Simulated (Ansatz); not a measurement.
Relaxed structures of BSiH3SO, singlet (PBE0-D4/def2-TZVP; forces vanish, vibrations not checked; lower isomers may exist, and structures with a doubtful reference or unclear bonds are left out; Å). Ansatz 0.2.0; basis: def2-TZVPP; cores frozen in the correlated methods.

Rank them by CCSD(T) energy, lowest first, and give each one's height above the lowest. Links in brackets join atoms within 1.22 times the sum of their covalent radii (1.1 for two metals). (Judge from chemistry; the value comes from the calculation.)
A.
BSiH₃SO ([O][B][SiH2][SH])
```
7
angstrom
O -0.8763 1.9046 -0.6515
B -0.3885 0.8705 -0.2822
Si 0.3767 -0.8665 0.3263
S -0.4582 -2.4743 -0.7960
H -1.7246 -2.2239 -0.4208
H 0.1348 -0.9882 1.7844
H 1.8285 -0.8785 0.0367
```
B.
a complex of BSiHSO ([O][B][S][SiH]) + H₂
```
7
angstrom
O -1.0252 1.5369 -1.6409
B -0.9713 0.5027 -1.0213
Si 0.5166 -0.3273 1.3835
S -0.9015 -1.0176 -0.1362
H 2.0460 -1.7394 0.6274
H 0.4516 -1.6830 2.0725
H 2.2908 -1.0351 0.4443
```
C.
BSiH₃SO ([OH][B]1[SiH2][S]1)
```
7
angstrom
O -1.0547 1.4891 -0.9986
B -0.5251 0.3643 -0.4932
Si 0.6595 -0.6884 0.6218
S -0.8547 -1.3703 -0.7814
H -0.6612 2.2884 -0.6406
H 0.3863 -1.0319 2.0389
H 2.0499 -1.0512 0.2531
```

By the calculation: A (0.0 kJ/mol), C (21.8 kJ/mol), B (152.5 kJ/mol). Heights count from the lowest.

T1 diagnostic: at most 0.018.

For scale, one of the runs: CCSD(T)/def2-TZVPP, 188 basis functions, launched by `ansatz run in.yaml --threads 2 --pin off --events-out ev --progress --plain --max-ram 4352MiB`. Hardware: 2 CPU threads of an Arm Neoverse V2, shared host. Wall time 43 s; peak host memory 1.9 GiB.
